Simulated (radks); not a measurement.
Task: The tantalum ion Ta+, configuration [Xe] 4f14 5d3 6s1 (the NIST ground configuration). Method: Dirac Kohn-Sham, PBE, spin-unpolarised, spherical densities, finite nucleus; open shells fill j = l - 1/2 first; Fermi nuclear charge, rms radius 5.3507 fm; computed with a radial shooting solver on a logarithmic mesh with Libxc functionals. Some entries of the table are withheld. Estimate them.

orbital  occ.  eigenvalue (eV)  <r^2> (bohr^2)
1s1/2       2        -67260.94       0.0004789
2s1/2       2        -11554.62        0.007318
2p1/2       2        -11045.05        0.005233
2p3/2       4        -9774.909        0.006436
3s1/2       2        -2652.057             (1)
3p1/2       2        -2425.103         0.04397
3p3/2       4        -2151.667         0.05060
3d3/2       4        -1767.732         0.03932
3d5/2       6        -1708.172         0.04114
4s1/2       2        -546.0635          0.2378
4p1/2       2        -452.4131          0.2458
4p3/2       4        -389.4573          0.2818
4d3/2       4        -235.4153          0.3095
4d5/2       6        -223.8490          0.3233
5s1/2       2         -79.6192           1.367
5p1/2       2         -52.5426           1.694
5p3/2       4         -43.8251           2.006
4f5/2       6         -32.5249          0.5120
4f7/2       8         -30.5435          0.5313
6s1/2       1         -11.5091           10.74
5d3/2       3              (2)           5.166
5d5/2       0              (3)           5.574

Result: 
(1) 3s1/2 <r^2> (bohr^2): 0.04786
(2) 5d3/2 eigenvalue (eV): -10.6574
(3) 5d5/2 eigenvalue (eV): -10.0282
